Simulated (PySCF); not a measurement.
Computed properties of Li(OH) (HLiO), SMILES [Li][OH]

Li(OH) (HLiO), SMILES [Li][OH]. Geometry: r2SCAN-D4/def2-TZVPD. The isomer is the one that the SMILES or the coordinates give; other isomers of the formula were not compared. Other conformers were not sampled. All values are computed for the isolated molecule unless a solvent is named; none is compared with measurement here.

**Structure.** The optimised structure has C∞v symmetry. All 4 harmonic modes at r2SCAN-D4/def2-TZVPD (PySCF) are real, so it is a minimum.

**Vibrations.** The strongest infrared lines (harmonic, unscaled, degenerate partners summed) lie at 279 cm⁻¹ (217 km/mol, H 82 %, O 13 %), 947 cm⁻¹ (176 km/mol, Li 71 %, O 27 %), 3987 cm⁻¹ (27 km/mol, H 94 %). The softest mode is at 279 cm⁻¹ and the zero-point energy is 7.9 kcal/mol.

**Electronic structure.** HF/def2-TZVPD (PySCF) places the frontier levels at -10.28 and 0.07 eV, a gap of 10.35 eV, and gives a dipole moment of 4.73 D and a mean polarisability of 13.7 bohr³. PBE/def2-TZVPD (PySCF) at the same geometry gives -4.77 and -1.40 eV, so its gap is 6.98 eV narrower. An orbital gap is neither the optical nor the fundamental gap.

**Excitations.** TDA-M06-2X/def2-TZVPD (PySCF) has S1 at 4.64 eV (267 nm, f = 0.057, bright); the most intense of the 10 singlets computed lies at 6.26 eV (f = 0.10). Strengths of degenerate partners are summed. TDA-PBE/def2-TZVPD (PySCF) puts S1 at 3.32 eV. No vertical singlet excitation falls in the visible range (under 3.1 eV).

**NMR.** GIAO shifts at KT2/pcSseg-2 (PySCF) (non-relativistic, atoms alike by connectivity averaged): ¹H at -1.2 ppm against TMS.
